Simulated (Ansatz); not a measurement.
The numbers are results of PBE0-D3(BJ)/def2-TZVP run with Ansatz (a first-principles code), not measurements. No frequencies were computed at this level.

Ansatz 0.2 input:
```yaml
crystal:
  periodic: [false, false, false]
  atoms:
    - { symbol: Si, position_ang: [-2.061536, -0.442202, 0.445217] }
    - { symbol: C, position_ang: [-1.044191, 1.078614, 0.07109] }
    - { symbol: Si, position_ang: [0.691379, 1.147768, -0.268292] }
    - { symbol: Si, position_ang: [2.176248, -0.600239, -0.341282] }
    - { symbol: H, position_ang: [-1.171041, -1.608222, 0.55269] }
    - { symbol: H, position_ang: [-2.810936, -0.307545, 1.705461] }
    - { symbol: H, position_ang: [-3.062163, -0.725961, -0.59851] }
    - { symbol: H, position_ang: [-1.598597, 2.010626, 0.053986] }
    - { symbol: H, position_ang: [1.287363, 2.470233, -0.537755] }
    - { symbol: H, position_ang: [3.560704, -0.14852, -0.558199] }
    - { symbol: H, position_ang: [1.858547, -1.519276, -1.438772] }
    - { symbol: H, position_ang: [2.174221, -1.355277, 0.914364] }
basis:
  gaussian: { orbitals: def2-tzvp }
hamiltonian:
  xc: pbe0
  dispersion: d3bj
relax:
  max_steps: 150
```

Output:

```
Functional definition: PBE0
1336 factors; their error is unknown
mean field evaluation 1: about -24779.4531 eV, gradient 5.8e1 eV
mean field evaluation 2: about -24754.1113 eV, gradient 9.4e1 eV
mean field evaluation 4: about -24788.0951 eV, gradient 4.6e0 eV
mean field evaluation 8: about -24788.1624 eV, gradient 2.1e-1 eV
mean field evaluation 16: about -24788.2611 eV, gradient 2.2e-4 eV
mean field -24788.26110104 eV, -910.9517933762 hartree, gradient 3.7e-5 eV, S^2 0.000000; 0 other end points of the search recorded, 0 dependent functions left out
reference -24788.26114084 eV, -910.9517948390 hartree; 28, 28 occupied and 162, 162 virtual orbitals, 1336 factors
relax step   1: F+E_penalty+E_count = -24788.54339101 eV  Δ(F+E_penalty+E_count) = +0.000e0 eV  max|allowed force component| = 1.954e0 eV/Å  Δτ_max = 0.0000 Å  (28 SCF iters, accepted)
these checks for a lower state are left out or cut short: starts, cluster_reference, orbital_swaps, neighbouring_geometries, increment
1336 factors; their error is unknown
mean field -24788.36015035 eV, -910.9554333714 hartree, gradient 1.5e-5 eV, S^2 0.000000; 0 other end points of the search recorded, 0 dependent functions left out
reference -24788.36019002 eV, -910.9554348290 hartree; 28, 28 occupied and 162, 162 virtual orbitals, 1336 factors
relax step   2: F+E_penalty+E_count = -24788.64854293 eV  Δ(F+E_penalty+E_count) = -1.052e-1 eV  max|allowed force component| = 9.360e-1 eV/Å  Δτ_max = 0.1397 Å  (31 SCF iters, accepted)
these checks for a lower state are left out or cut short: starts, cluster_reference, orbital_swaps, neighbouring_geometries, increment
1336 factors; their error is unknown
mean field evaluation 32: about -24788.3856 eV, gradient 1.3e-5 eV
mean field -24788.38561725 eV, -910.9563692628 hartree, gradient 1.3e-5 eV, S^2 0.000000; 0 other end points of the search recorded, 0 dependent functions left out
reference -24788.38565687 eV, -910.9563707188 hartree; 28, 28 occupied and 162, 162 virtual orbitals, 1336 factors
relax step   3: F+E_penalty+E_count = -24788.67428206 eV  Δ(F+E_penalty+E_count) = -2.574e-2 eV  max|allowed force component| = 1.197e-1 eV/Å  Δτ_max = 0.0470 Å  (31 SCF iters, accepted)
these checks for a lower state are left out or cut short: starts, cluster_reference, orbital_swaps, neighbouring_geometries, increment
1336 factors; their error is unknown
mean field -24788.38962713 eV, -910.9565166231 hartree, gradient 1.2e-5 eV, S^2 0.000000; 0 other end points of the search recorded, 0 dependent functions left out
reference -24788.38966660 eV, -910.9565180737 hartree; 28, 28 occupied and 162, 162 virtual orbitals, 1336 factors
relax step   4: F+E_penalty+E_count = -24788.68032535 eV  Δ(F+E_penalty+E_count) = -6.043e-3 eV  max|allowed force component| = 1.594e-1 eV/Å  Δτ_max = 0.1273 Å  (30 SCF iters, accepted)
these checks for a lower state are left out or cut short: starts, cluster_reference, orbital_swaps, neighbouring_geometries, increment
1336 factors; their error is unknown
mean field -24788.39185084 eV, -910.9565983430 hartree, gradient 1.1e-5 eV, S^2 0.000000; 0 other end points of the search recorded, 0 dependent functions left out
reference -24788.39189020 eV, -910.9565997893 hartree; 28, 28 occupied and 162, 162 virtual orbitals, 1336 factors
relax step   5: F+E_penalty+E_count = -24788.68405375 eV  Δ(F+E_penalty+E_count) = -3.728e-3 eV  max|allowed force component| = 1.401e-1 eV/Å  Δτ_max = 0.0521 Å  (31 SCF iters, accepted)
these checks for a lower state are left out or cut short: starts, cluster_reference, orbital_swaps, neighbouring_geometries, increment
1336 factors; their error is unknown
mean field -24788.39214871 eV, -910.9566092893 hartree, gradient 1.1e-5 eV, S^2 0.000000; 0 other end points of the search recorded, 0 dependent functions left out
reference -24788.39218796 eV, -910.9566107320 hartree; 28, 28 occupied and 162, 162 virtual orbitals, 1336 factors
relax step   6: F+E_penalty+E_count = -24788.68618809 eV  Δ(F+E_penalty+E_count) = -2.134e-3 eV  max|allowed force component| = 1.049e-1 eV/Å  Δτ_max = 0.0664 Å  (31 SCF iters, accepted)
these checks for a lower state are left out or cut short: starts, cluster_reference, orbital_swaps, neighbouring_geometries, increment
1336 factors; their error is unknown
mean field -24788.39231173 eV, -910.9566152802 hartree, gradient 9.9e-6 eV, S^2 0.000000; 0 other end points of the search recorded, 0 dependent functions left out
reference -24788.39235093 eV, -910.9566167209 hartree; 28, 28 occupied and 162, 162 virtual orbitals, 1336 factors
relax step   7: F+E_penalty+E_count = -24788.68678595 eV  Δ(F+E_penalty+E_count) = -5.979e-4 eV  max|allowed force component| = 5.559e-2 eV/Å  Δτ_max = 0.0216 Å  (31 SCF iters, accepted)
these checks for a lower state are left out or cut short: starts, cluster_reference, orbital_swaps, neighbouring_geometries, increment
1336 factors; their error is unknown
mean field evaluation 64: about -24788.3917 eV, gradient 4.1e-5 eV
mean field -24788.39173249 eV, -910.9565939935 hartree, gradient 9.8e-6 eV, S^2 0.000000; 0 other end points of the search recorded, 0 dependent functions left out
reference -24788.39177167 eV, -910.9565954334 hartree; 28, 28 occupied and 162, 162 virtual orbitals, 1336 factors
relax step   8: F+E_penalty+E_count = -24788.68645493 eV  Δ(F+E_penalty+E_count) = +3.310e-4 eV  max|allowed force component| = 9.242e-2 eV/Å  Δτ_max = 0.0244 Å  (31 SCF iters, rejected (line search))
these checks for a lower state are left out or cut short: starts, cluster_reference, orbital_swaps, neighbouring_geometries, increment
1336 factors; their error is unknown
mean field -24788.39261937 eV, -910.9566265858 hartree, gradient 9.9e-6 eV, S^2 0.000000; 0 other end points of the search recorded, 0 dependent functions left out
reference -24788.39265858 eV, -910.9566280268 hartree; 28, 28 occupied and 162, 162 virtual orbitals, 1336 factors
relax step   9: F+E_penalty+E_count = -24788.68712330 eV  Δ(F+E_penalty+E_count) = -3.373e-4 eV  max|allowed force component| = 1.529e-2 eV/Å  Δτ_max = 0.0122 Å  (32 SCF iters, accepted)
these checks for a lower state are left out or cut short: starts, cluster_reference, orbital_swaps, neighbouring_geometries, increment
1336 factors; their error is unknown
mean field -24788.39262283 eV, -910.9566267131 hartree, gradient 1.8e-5 eV, S^2 0.000000; 0 other end points of the search recorded, 0 dependent functions left out
reference -24788.39266204 eV, -910.9566281541 hartree; 28, 28 occupied and 162, 162 virtual orbitals, 1336 factors
relax step  10: F+E_penalty+E_count = -24788.68718400 eV  Δ(F+E_penalty+E_count) = -6.070e-5 eV  max|allowed force component| = 9.047e-3 eV/Å  Δτ_max = 0.0043 Å  (23 SCF iters, accepted)
1336 factors; their error is unknown
mean field evaluation 96: about -24788.3926 eV, gradient 1.2e-3 eV
mean field -24788.39262283 eV, -910.9566267131 hartree, gradient 2.0e-5 eV, S^2 0.000000; 1 other end points of the search recorded, 0 dependent functions left out
reference -24788.39266204 eV, -910.9566281541 hartree; 28, 28 occupied and 162, 162 virtual orbitals, 1336 factors
Total energy: -24788.68722321 eV, -910.9674530773 hartree
Atom 0 at    -1.887449    -0.442788     0.384617 Å, force    -0.001748     0.002149     0.000265 eV/Å
Atom 1 at    -1.041530     1.151202     0.042661 Å, force    -0.000776     0.002132    -0.000282 eV/Å
Atom 2 at     0.639217     1.233544    -0.262266 Å, force     0.000234    -0.009047     0.000796 eV/Å
Atom 3 at     2.013089    -0.654242    -0.273592 Å, force    -0.003979     0.007775     0.000152 eV/Å
Atom 4 at    -0.878749    -1.540522     0.335133 Å, force     0.000949    -0.000648     0.000529 eV/Å
Atom 5 at    -2.529650    -0.467282     1.729073 Å, force     0.000331    -0.000910    -0.000631 eV/Å
Atom 6 at    -2.949505    -0.747816    -0.615130 Å, force     0.001014     0.000218    -0.000142 eV/Å
Atom 7 at    -1.626165     2.068424     0.034369 Å, force     0.000783    -0.002060     0.000301 eV/Å
Atom 8 at     1.295616     2.539543    -0.535534 Å, force     0.002218     0.002952    -0.000923 eV/Å
Atom 9 at     3.401372    -0.205407    -0.560954 Å, force     0.002107     0.000366    -0.000764 eV/Å
Atom 10 at     1.581103    -1.606684    -1.327263 Å, force    -0.001253    -0.001580    -0.001926 eV/Å
Atom 11 at     1.982649    -1.327973     1.048884 Å, force     0.000121    -0.001347     0.002626 eV/Å
Dipole moment:     0.280000     0.131148    -0.065044 e Å
```

Cost: around 60 core-seconds (rough).
